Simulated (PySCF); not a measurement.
BCl2, SMILES Cl[B]Cl (connectivity only; charge and spin as stated), charge +1, multiplicity 1.

Geometry: PBE-D3(BJ)/def2-TZVP. The spin state was assumed, not searched. The isomer is the one that the SMILES or the coordinates give; other isomers of the formula were not compared.

All values below come from TDDFT-CAM-B3LYP/def2-TZVPD (PySCF 2.14.0).

Vertical excitations; the highest root listed may be one member of a degenerate set. Gas-phase values at a fixed geometry. State labels are in the subgroup D2h.

Computed excitation energies, oscillator strengths and character:
```csv
state,symmetry,energy (eV),λ (nm),f,main pairs
S1,Au,6.70,185,0.000,"HOMO→LUMO+1 50 %, HOMO−1→LUMO 50 %"
S2,B1u,6.86,181,0.000,"HOMO→LUMO, HOMO−1→LUMO+1 (degenerate set)"
S3,Au,6.86,181,0.000,"HOMO−1→LUMO, HOMO→LUMO+1 (degenerate set)"
S4,B1g,8.04,154,0.000,"HOMO−3→LUMO+1 50 %, HOMO−2→LUMO 50 %"
S5,B1g,8.24,150,0.000,"HOMO−2→LUMO, HOMO−3→LUMO+1 (degenerate set)"
S6,Ag,8.24,150,0.000,"HOMO−2→LUMO+1, HOMO−3→LUMO (degenerate set)"
S7,B1u,8.83,140,0.775,"HOMO−1→LUMO+1 46 %, HOMO→LUMO 46 %"
S8,B2g,9.09,136,0.000,HOMO−1→LUMO+2 (degenerate set)
S9,B3g,9.09,136,0.000,HOMO→LUMO+2 (degenerate set)
S10,Ag,10.15,122,0.000,"HOMO−3→LUMO 45 %, HOMO−2→LUMO+1 45 %"
T1,B1u,6.16,201,0,"HOMO−1→LUMO+1 49 %, HOMO→LUMO 49 %"
T2,B1u,6.39,194,0,"HOMO→LUMO, HOMO−1→LUMO+1 (degenerate set)"
T3,Au,6.39,194,0,"HOMO→LUMO+1, HOMO−1→LUMO (degenerate set)"
T4,Au,6.72,185,0,"HOMO−1→LUMO 50 %, HOMO→LUMO+1 50 %"
```
Triplets are in the Tamm–Dancoff approximation, which puts them higher than full response would, so one can lie above its singlet here.
